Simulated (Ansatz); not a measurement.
Computed with Ansatz on PBE0-D4/def2-TZVP structures; ΔE is electronic, products minus reactants. CCSD(T)/CBS is the MP2 limit (def2-TZVPP, def2-QZVPP) plus CCSD(T) − MP2 in def2-TZVPP, frozen cores. Functionals use def2-TZVPP. B3LYP here is the variant with VWN-RPA as its local correlation; programs differ in this. For Br outer-core shells are correlated without core-valence functions, which leaves a few kJ/mol of doubt a bond. Scalar relativity is left out up to krypton. One conformer a species, not always the lowest.

Consider the substitution at a C–O bond: `FCOC(F)CF` + HBr → `FCC(F)Br` + `OCF`.

(1) Is it downhill or uphill in electronic energy at CCSD(T)/CBS, and by how much? (Best estimate.)

(2) What do these levels give: PBE0-D4, B3LYP-D4, r2SCAN, MP2/def2-TZVPP, MP2/def2-QZVPP, HF/CBS(def2)? (An estimate is asked.)

Largest T1 diagnostic among the species: 0.012.

Answers

(1) Ansatz gave: Uphill: ΔE = +17.5 kJ/mol.

(2) Computed: PBE0-D4 16.8, B3LYP-D4 17.4, r2SCAN 18.1, MP2/def2-TZVPP 15.1, MP2/def2-QZVPP 12.7, HF/CBS(def2) 33.1 kJ/mol.

From PBE to PBE0 (25 % exact exchange), in def2-TZVPP and without D4, ΔE moves by +5.6 kJ/mol. In def2-TZVPP, CCSD(T) changes the Hartree–Fock value by −11.1 kJ/mol (the triples alone add −1.9 kJ/mol) and MP2 by −17.8 kJ/mol.
